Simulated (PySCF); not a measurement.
Species: C₉H₁₂FN.
SMILES with atom numbers: `[N:1]#[C:2][C@@H:3]1[CH2:4][C@H:5]2[CH2:6][CH2:7][C@@H:8]1[C@@H:9]([F:10])[CH2:11]2` (hydrogens: H12 on C3; H13, H14 on C4; H15 on C5; H16, H17 on C6; H18, H19 on C7; H20 on C8; H21 on C9; H22, H23 on C11)

Structure optimised with GFN2-xTB, isolated species.

Task: What internal coordinates does the optimisation give?

Result: 
| bond | length (Å) |
| --- | --- |
| N1≡C2 | 1.143 |
| C2–C3 | 1.444 |
| C3–C4 | 1.542 |
| C4–C5 | 1.530 |
| C5–C6 | 1.531 |
| C6–C7 | 1.538 |
| C7–C8 | 1.530 |
| C8–C9 | 1.530 |
| C9–F10 | 1.382 |
| C9–C11 | 1.532 |
| C3–C8 | 1.540 |
| C5–C11 | 1.529 |
| C3–H12 | 1.097 |
| C4–H13 | 1.091 |
| C4–H14 | 1.092 |
| C5–H15 | 1.093 |
| C6–H16 | 1.091 |
| C6–H17 | 1.091 |
| C7–H18 | 1.091 |
| C7–H19 | 1.091 |
| C8–H20 | 1.094 |
| C9–H21 | 1.098 |
| C11–H22 | 1.091 |
| C11–H23 | 1.091 |

A selection of angles:
| angle | degrees |
| --- | --- |
| N1–C2–C3 | 178.1 |
| C2–C3–C4 | 111.0 |
| C2–C3–C8 | 112.1 |
| C4–C3–C8 | 109.1 |
| C3–C4–C5 | 108.7 |
| C4–C5–C6 | 109.5 |
| C4–C5–C11 | 108.7 |
| C6–C5–C11 | 109.0 |
| C5–C6–C7 | 109.3 |
| C6–C7–C8 | 109.1 |
| C7–C8–C9 | 107.6 |
| C3–C8–C7 | 108.1 |
| C3–C8–C9 | 110.5 |
| C8–C9–F10 | 110.2 |
| C8–C9–C11 | 109.9 |
| F10–C9–C11 | 109.9 |
| C5–C11–C9 | 109.2 |

Dihedral angles: C2–C3–C4–C5 -141° (anticlinal); C3–C4–C5–C6 -49° (synclinal); C4–C5–C6–C7 68° (synclinal); C5–C6–C7–C8 -14° (synperiplanar); C6–C7–C8–C9 68° (synclinal); C7–C8–C9–F10 -174° (antiperiplanar); C8–C9–C11–C5 -12° (synperiplanar); C2–C3–C8–C7 -167° (antiperiplanar); C4–C5–C11–C9 -53° (synclinal).

Of the pairs four or more bonds apart, C2···F10 is among the closest relative to their van der Waals radii: 2.78 Å, 88 % of the sum of Bondi's values. The 6-membered ring C3–C4–C5–C6–C7–C8 has internal angles of 108.1° to 109.5° (sum 654°, against 720° for a flat polygon); it is puckered, 0.35 Å rms from its mean plane, widest ring torsion 70°. The 6-membered ring C5–C6–C7–C8–C9–C11 has internal angles of 107.6° to 109.9° (sum 654°, against 720° for a flat polygon); it is puckered, 0.35 Å rms from its mean plane, widest ring torsion 68°. The C–C distances run from 1.444 Å (C2–C3, drawn single) to 1.542 Å (C3–C4, drawn single), a spread of 0.098 Å. The 6-membered ring C3–C4–C5–C11–C9–C8 has internal angles of 108.7° to 110.5° (sum 656°, against 720° for a flat polygon); it is puckered, 0.34 Å rms from its mean plane, widest ring torsion 70°.

Point group: C1 (no symmetry element, even within 0.4 Å). Not checked by GFN2-xTB frequencies.

These are computed values.
